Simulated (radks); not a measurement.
The nuclear charge of neutral cerium is varied continuously with 58 electrons held in [Xe] 4f1 5d1 6s2. Method: scalar-relativistic Kohn-Sham, r2SCAN, spin-unpolarised, spherical densities, finite nucleus; meta-GGA in the generalised Kohn-Sham scheme; Fermi nuclear charge, rms radius 4.8771 fm; computed with a radial shooting solver on a logarithmic mesh with Libxc functionals. By the Hellmann-Feynman theorem dE/dZ = E(electron-nucleus)/Z, the electronic potential at the nucleus (averaged over a nucleus of fixed radius). The scalar-relativistic energy here is not variational (the density holds large components alone), so the two differ by a part that grows with Z.

Z = 57.8: E (hartree) -8786.9147; E(electron-nucleus)/Z (hartree) -368.231; HOMO 5d; e(HOMO) (eV) -1.620; <r> HOMO (bohr) 3.140
Z = 58: E (hartree) -8861.0831; E(electron-nucleus)/Z (hartree) -370.034; HOMO 5d; e(HOMO) (eV) -2.968; <r> HOMO (bohr) 2.949
Z = 58.2: E (hartree) -8935.6163; E(electron-nucleus)/Z (hartree) -371.837; HOMO 5d; e(HOMO) (eV) -4.443; <r> HOMO (bohr) 2.798
Z = 58.4: E (hartree) -9010.5144; E(electron-nucleus)/Z (hartree) -373.638; HOMO 5d; e(HOMO) (eV) -6.030; <r> HOMO (bohr) 2.675
Z = 58.6: E (hartree) -9085.7771; E(electron-nucleus)/Z (hartree) -375.439; HOMO 6s; e(HOMO) (eV) -7.386; <r> HOMO (bohr) 3.945
Z = 58.8: E (hartree) -9161.4045; E(electron-nucleus)/Z (hartree) -377.240; HOMO 6s; e(HOMO) (eV) -8.705; <r> HOMO (bohr) 3.820
Z = 59: E (hartree) -9237.3968; E(electron-nucleus)/Z (hartree) -379.042; HOMO 6s; e(HOMO) (eV) -10.085; <r> HOMO (bohr) 3.707

The central difference of E at Z = 58 is -371.754 hartree, to compare with the third column; the second derivative is -9.12 hartree.
